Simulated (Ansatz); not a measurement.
Ga4P4. Total charge 0; singlet. Geometry PBE0-D4/def2-SVP.

```xyz
8

Ga    1.1687    1.8118   -1.9203
Ga   -0.4430   -2.5434   -0.9993
Ga    1.4641    0.8992    2.0985
Ga   -1.4683    0.7278   -0.0220
P    -0.7086   -0.0044   -2.0273
P     1.0731   -0.4654   -0.6182
P    -1.1346    0.6883    2.1555
P     0.0487   -1.1139    1.3330
```

Another isomer (singlet) lies 0.30 eV lower at PBE0-D4/def2-TZVP; other spin states weren't run for this one.

**Question.** Estimate the orbital energies around the gap (eV) in Ansatz with PBE-D4/def2-TZVP, BLYP-D4/def2-TZVP, r2SCAN-D4/def2-TZVP, PBE0-D4/def2-TZVP.

**Answer.** 
```
orbital  PBE-D4/def2-TZVP  BLYP-D4/def2-TZVP  r2SCAN-D4/def2-TZVP  PBE0-D4/def2-TZVP
 HOMO−9             -9.28              -9.08                -9.65             -10.49
 HOMO−8             -8.12              -7.97                -8.44              -9.15
 HOMO−7             -7.86              -7.61                -8.15              -8.89
 HOMO−6             -6.98              -6.72                -7.30              -7.94
 HOMO−5             -6.87              -6.63                -7.19              -7.81
 HOMO−4             -6.38              -6.16                -6.66              -7.26
 HOMO−3             -5.71              -5.50                -5.96              -6.53
 HOMO−2             -5.51              -5.31                -5.74              -6.28
 HOMO−1             -5.28              -5.07                -5.52              -6.07
   HOMO             -4.89              -4.66                -5.11              -5.67
   LUMO             -3.65              -3.43                -3.66              -3.04
 LUMO+1             -2.99              -2.84                -2.99              -2.36
 LUMO+2             -2.30              -2.13                -2.25              -1.66
 LUMO+3             -1.96              -1.79                -1.87              -1.25
 LUMO+4             -1.91              -1.74                -1.81              -1.21
 LUMO+5             -1.72              -1.55                -1.61              -0.98
```
